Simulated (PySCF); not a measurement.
**Correlation energy of Zn⁺ (zinc, charge +1)**

[Ar] 3d9 4s2, 2D determinant (an excited configuration). Computed with PySCF 2.14 in aug-cc-pVTZ-DK, with the spin-free X2C one-electron Hamiltonian (Gaussian nucleus). Frozen: [Ar]; 11 electrons correlated.

MP2 pair energies summed by pair of shells (mhartree):

```tsv
pair	energy	share (%)
3d-3d	-340.15	80.5
3d-4s	-55.59	13.2
4s-4s	-26.62	6.3
```

Total MP2 correlation energy: -422.36 mhartree.

Same-spin part -146.65 and opposite-spin part -275.71 mhartree; SCS-MP2 scales them by 1/3 and 6/5 to -379.73 mhartree.
